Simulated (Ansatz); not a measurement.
## A substitution series on Ge: H to F

On one Ge centre, n of the H ligands are replaced by F. The HOMO–LUMO gap y in eV at wB97X-V/def2-TZVPP. Shapes, held fixed at every level: PBE0-D4/def2-TZVP. Programs: Ansatz 0.2.0.

```
molecule  n  y (eV)
    GeH3  0    7.58
   GeH2F  1       ?
   GeHF2  2    7.83
    GeF3  3    8.06
```

Q: Fit y = c + s·n to the known rows and predict GeH2F.

A: 
1. Means of the 3 rows: n = 1.66667, y = 7.823.
2. Σ(Δn)² = 4.6667, Σ(Δn·Δy) = 0.72333, so the slope is 0.72333/4.6667 = 0.155.
3. Intercept: 7.823 − (0.155) × 1.66667 = 7.565. The largest residual of the fit is 0.045.
4. GeH2F: 7.565 + (0.155) × 1 = 7.72 eV.

The run gave 7.68 eV, so the prediction is off by +0.04 eV, within the scatter of the fit. The step per swap changes from +0.10 to +0.23 eV along the series, so a line misses the bend. Other levels give for GeH2F: SPW92/def2-TZVPP 1.05; PBE-D4/def2-TZVPP 1.42; wB97M-V/def2-TZVPP 7.43 eV. Orbital gaps aren't excitation energies, and the LUMO depends on the basis. The series runs otherwise at PBE-D4/def2-TZVPP, SPW92/def2-TZVPP, r2SCAN-D4/def2-TZVPP. Open shells run unrestricted unless RO is named. Relativity is left out for Ge unless named.
